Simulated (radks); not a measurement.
Problem. Species: the palladium ion Pd+. Configuration: [Kr] 4d9 (the NIST ground configuration). Calculated with a radial shooting solver on a logarithmic mesh with Libxc functionals: scalar-relativistic Kohn-Sham, PBE, spin-polarised, spherical densities, finite nucleus; open shells are filled with parallel spins first (spin-orbit coupling, left out, can overturn this in heavy ions); Fermi nuclear charge, rms radius 4.5318 fm. Some entries of the table are withheld. Estimate them.

orbital,occ.,eigenvalue (eV),<r^2> (bohr^2),<1/r> (bohr^-1)
1s down,1,-24176.58,0.001371,48.23
1s up,1,-24176.58,0.001371,48.23
2s up,1,-3539.597,0.02256,10.94
2s down,1,-3539.435,0.02256,10.94
2p up,3,-3174.643,0.01777,10.58
2p down,3,-3174.521,0.01777,10.58
3s up,1,-647.4645,0.1646,3.827
3s down,1,-647.3848,0.1646,3.827
3p up,3,-527.5003,0.1666,3.645
3p down,3,-527.4087,0.1666,3.645
3d up,5,-336.9669,0.1526,3.419
3d down,5,-336.8218,0.1526,3.419
4s up,1,-96.9947,1.014,1.455
4s down,1,-96.3234,1.013,1.456
4p up,3,-62.7974,(1),1.302
4p down,3,-62.0977,(2),1.303
4d up,5,-14.9312,2.595,0.9316
4d down,4,-14.2648,2.643,0.9275
5s up,0,-11.1809,9.460,0.4423
5s down,0,-10.8873,9.675,0.4368
5p up,0,-6.3318,16.14,0.3342
5p down,0,-6.1598,16.62,0.3288

Solution. 
(1) 4p up <r^2> (bohr^2): 1.242
(2) 4p down <r^2> (bohr^2): 1.242
